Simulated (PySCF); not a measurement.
## Correlation energy of Sr (strontium, neutral)

[Kr] 5s2, closed-shell 1S. Calculation: PySCF 2.14, in aug-cc-pwCVTZ-X2C (10s9p7d3f, 93 functions); the spin-free X2C one-electron Hamiltonian (Gaussian nucleus). Frozen: [Kr]; 2 electrons correlated.

With two correlated electrons CCSD is exact within the correlated space (frozen core and kept virtual orbitals).

| level | correlation energy (mhartree) |
| --- | --- |
| CCSD | -25.98 |

Diagnostics: T1 = 0.017, D1 = 0.0241, largest double amplitude 0.066.

**Question.** Is a single reference adequate?

**Answer.** Yes, within this model without spin-orbit coupling: T1 lies below 0.03 and no double amplitude reaches 0.07.
